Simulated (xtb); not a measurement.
Input for xtb: GFN2-xTB on H2OSn (SMILES [OH][SnH]), a point of a torsion scan.

```
$ xtb mol.xyz --gfn 2 --opt vtight --chrg 0 --uhf 0 --input xcontrol
4

O     -1.09621520     0.21330890     0.37636484
Sn     0.70113705     0.78276938    -0.19875394
H     -1.43104432    -0.46174704    -0.26902825
H      1.12338497    -0.08896995    -1.66378733
$constrain
  force constant=1.0
  dihedral: 3,1,2,4,0.0
$end
```

It printed:

```
[...]
           -------------------------------------------------
          |                Calculation Setup                |
           -------------------------------------------------



           -------------------------------------------------
          |                 G F N 2 - x T B                 |
           -------------------------------------------------

        Reference                      10.1021/acs.jctc.8b01176
      * Hamiltonian:
        H0-scaling (s, p, d)           1.850000    2.230000    2.230000
        zeta-weighting                 0.500000
      * Dispersion:
        s8                             2.700000
        a1                             0.520000
        a2                             5.000000
        s9                             5.000000
      * Repulsion:
        kExp                           1.500000    1.000000
        rExp                           1.000000
      * Coulomb:
        alpha                          2.000000
        third order                    shell-resolved
        anisotropic                    true
        a3                             3.000000
        a5                             4.000000
        cn-shift                       1.200000
        cn-exp                         4.000000
        max-rad                        5.000000


          ...................................................
          :                      SETUP                      :
          :.................................................:
          :  # basis functions                  16          :
          :  # atomic orbitals                  15          :
          :  # shells                            7          :
          :  # electrons                        12          :
          :  max. iterations                   250          :
          :  Hamiltonian                  GFN2-xTB          :
          :  restarted?                      false          :
          :  GBSA solvation                  false          :
          :  PC potential                    false          :
          :  electronic temp.          300.0000000     K    :
          :  accuracy                    1.0000000          :
          :  -> integral cutoff          0.2500000E+02      :
          :  -> integral neglect         0.1000000E-07      :
          :  -> SCF convergence          0.1000000E-05 Eh   :
          :  -> wf. convergence          0.1000000E-03 e    :
          :  Broyden damping             0.4000000          :
          :  net charge                          0          :
          :  unpaired electrons                  0          :
          ...................................................

 iter      E             dE          RMSdq      gap      omega  full diag
   1     -7.0618290 -0.706183E+01  0.253E+01    2.98       0.0  T
   2     -7.1523209 -0.904919E-01  0.141E+01    4.17       1.0  T
   3     -7.2245589 -0.722380E-01  0.874E+00    3.49       1.0  T
   4     -7.1941200  0.304389E-01  0.828E+00    3.40       1.0  T
   5     -7.2247504 -0.306304E-01  0.117E+00    3.59       1.0  T
   6     -7.2251835 -0.433145E-03  0.279E-01    3.62       1.0  T
   7     -7.2251620  0.215023E-04  0.311E-01    3.62       1.0  T
   8     -7.2251800 -0.179814E-04  0.165E-01    3.63       1.0  T
   9     -7.2251900 -0.100249E-04  0.304E-02    3.63       1.6  T
  10     -7.2251904 -0.373527E-06  0.877E-03    3.63       5.7  T
  11     -7.2251905 -0.489838E-07  0.106E-03    3.63      47.2  T
  12     -7.2251905  0.147846E-10  0.185E-04    3.63     270.5  T
  13     -7.2251905 -0.181055E-10  0.288E-05    3.63    1737.0  T

   *** convergence criteria satisfied after 13 iterations ***

         #    Occupation            Energy/Eh            Energy/eV
      -------------------------------------------------------------
         1        2.0000           -0.8209082             -22.3381
         2        2.0000           -0.6509505             -17.7133
         3        2.0000           -0.5356379             -14.5755
         4        2.0000           -0.4519347             -12.2978
         5        2.0000           -0.4493266             -12.2268
         6        2.0000           -0.3886942             -10.5769 (HOMO)
         7                         -0.2552395              -6.9454 (LUMO)
         8                         -0.1806180              -4.9149
         9                         -0.1519392              -4.1345
        10                         -0.1407801              -3.8308
        11                         -0.0999057              -2.7186
       ...                                ...                  ...
        15                          0.4895925              13.3225
      -------------------------------------------------------------
                  HL-Gap            0.1334548 Eh            3.6315 eV
             Fermi-level           -0.3219668 Eh           -8.7612 eV

 SCC (total)                   0 d,  0 h,  0 min,  0.003 sec
 SCC setup            
[...]
       :  net charge                          0          :
          :  unpaired electrons                  0          :
          ...................................................

 iter      E             dE          RMSdq      gap      omega  full diag
   1     -7.2391252 -0.723913E+01  0.377E-05    3.50       0.0  T
   2     -7.2391252 -0.121680E-12  0.136E-05    3.50    3666.3  T
   3     -7.2391252 -0.470735E-13  0.144E-05    3.50    3467.2  T

   *** convergence criteria satisfied after 3 iterations ***

         #    Occupation            Energy/Eh            Energy/eV
      -------------------------------------------------------------
         1        2.0000           -0.8300469             -22.5867
         2        2.0000           -0.6466918             -17.5974
         3        2.0000           -0.5260450             -14.3144
         4        2.0000           -0.4424686             -12.0402
         5        2.0000           -0.4390440             -11.9470
         6        2.0000           -0.3844386             -10.4611 (HOMO)
         7                         -0.2558898              -6.9631 (LUMO)
         8                         -0.2039402              -5.5495
         9                         -0.1641951              -4.4680
        10                         -0.1503796              -4.0920
        11                         -0.1023452              -2.7850
       ...                                ...                  ...
        15                          0.4388105              11.9406
      -------------------------------------------------------------
                  HL-Gap            0.1285488 Eh            3.4980 eV
             Fermi-level           -0.3201642 Eh           -8.7121 eV

 SCC (total)                   0 d,  0 h,  0 min,  0.001 sec
 SCC setup                      ...        0 min,  0.000 sec (  4.637%)
 Dispersion                     ...        0 min,  0.000 sec (  0.846%)
 classical contributions        ...        0 min,  0.000 sec (  0.335%)
 integral evaluation            ...        0 min,  0.000 sec ( 24.757%)
 iterations                     ...        0 min,  0.000 sec ( 28.689%)
 molecular gradient             ...        0 min,  0.000 sec ( 35.275%)
 printout                       ...        0 min,  0.000 sec (  4.912%)

         :::::::::::::::::::::::::::::::::::::::::::::::::::::
         ::                     SUMMARY                     ::
         :::::::::::::::::::::::::::::::::::::::::::::::::::::
         :: total energy              -7.220097757396 Eh    ::
         :: gradient norm              0.000018402431 Eh/a0 ::
         :: HOMO-LUMO gap              3.497991393436 eV    ::
         ::.................................................::
         :: SCC energy                -7.239125199563 Eh    ::
         :: -> isotropic ES            0.022808477880 Eh    ::
         :: -> anisotropic ES          0.006056154023 Eh    ::
         :: -> anisotropic XC         -0.001342886616 Eh    ::
         :: -> dispersion             -0.001591421567 Eh    ::
         :: repulsion energy           0.019027442167 Eh    ::
         :: add. restraining           0.000000000000 Eh    ::
         :: total charge               0.000000000000 e     ::
         :::::::::::::::::::::::::::::::::::::::::::::::::::::

           -------------------------------------------------
          |                Property Printout                |
           -------------------------------------------------

    * Orbital Energies and Occupations

         #    Occupation            Energy/Eh            Energy/eV
      -------------------------------------------------------------
         1        2.0000           -0.8300469             -22.5867
         2        2.0000           -0.6466918             -17.5974
         3        2.0000           -0.5260450             -14.3144
         4        2.0000           -0.4424686             -12.0402
         5        2.0000           -0.4390440             -11.9470
         6        2.0000           -0.3844386             -10.4611 (HOMO)
         7                         -0.2558898              -6.9631 (LUMO)
         8                         -0.2039402              -5.5495
         9                         -0.1641951              -4.4680
        10                         -0.1503796              -4.0920
        11                         -0.1023452              -2.7850
        12                         -0.0990288              -2.6947
        13                          0.0108741               0.2959
        14                          0.1949806               5.3057
        15                          0.4388105              11.9406
      -------------------------------------------------------------
                  HL-Gap            0.1285488 Eh            3.4980 eV
             Fermi-level           -0.3201642 Eh           -8.7121 eV

     #   Z          covCN         q      C6AA      α(0)
     1   8 O        1.572    -0.526    23.513     6.543
     2  50 Sn       1.568     0.424   446.614    45.511
     3   1 H        0.807     0.306     0.704     1.318
     4   1 H        0.801    -0.204    11.309     5.284

 Mol. C6AA /au·bohr⁶  :        887.540473
 Mol. C8AA /au·bohr⁸  :      73522.146760
 Mol. α(0) /au        :         58.655459


Wiberg/Mayer (AO) data.
largest (>0.10) Wiberg bond orders for each atom

 ---------------------------------------------------------------------------
     #   Z sym  total        # sym  WBO       # sym  WBO       # sym  WBO
 ---------------------------------------------------------------------------
     1   8 O    2.167 --     2 Sn   1.276     3 H    0.876
     2  50 Sn   2.246 --     1 O    1.276     4 H    0.941
     3   1 H    0.907 --     1 O    0.876
     4   1 H    0.958 --     2 Sn   0.941
 ---------------------------------------------------------------------------

Topologies differ in total number of bonds
Writing topology from bond orders to xtbtopo.mol

molecular dipole:
                 x           y           z       tot (Debye)
 q only:        0.332       0.307       0.161
   full:        0.567       0.826       0.673       3.067
molecular quadrupole (traceless):
                xx          xy          yy          xz          yz          zz
Note: The following floating-point exceptions are signalling: IEEE_DENORMAL
normal termination of xtb
 q only:        0.969       3.432       2.199       3.253      -0.437      -3.168
  q+dip:        0.773       5.725       3.977       4.827       1.186      -4.750
   full:        0.298       4.762       5.334       6.687      -1.288      -5.632

           -------------------------------------------------
          |                Geometry Summary                 |
           -------------------------------------------------

      molecular mass/u    :      136.7253990
   center of mass at/Å    :        0.5497448       0.7797650      -0.0908442
  moments of inertia/u·Å² :        0.4066936E+01   0.6300905E+02   0.6707598E+02
rotational constants/cm⁻¹ :        0.4145045E+01   0.2675430E+00   0.2513214E+00

 * 1 selected distances

     #   Z          #   Z                                           value/Å
     1   8 O        3   1 H                                       0.9553318 (max)

 * 1 distinct bonds (by element types)

   Z      Z             #   av. dist./Å        max./Å        min./Å
   1 H    8 O           1     0.9553318     0.9553318     0.9553318


optimized geometry written to: xtbopt.xyz


           -------------------------------------------------
          | TOTAL ENERGY               -7.220097757396 Eh   |
          | GRADIENT NORM               0.000018402431 Eh/α |
          | HOMO-LUMO GAP               3.497991393436 eV   |
           -------------------------------------------------

------------------------------------------------------------------------
------------------------------------------------------------------------
 total:
 SCF:
 ANC optimizer:
```

The run finished.

Warnings raised: the energy holds the restraint's term.

Cost: around 0.04 core-seconds (rough).
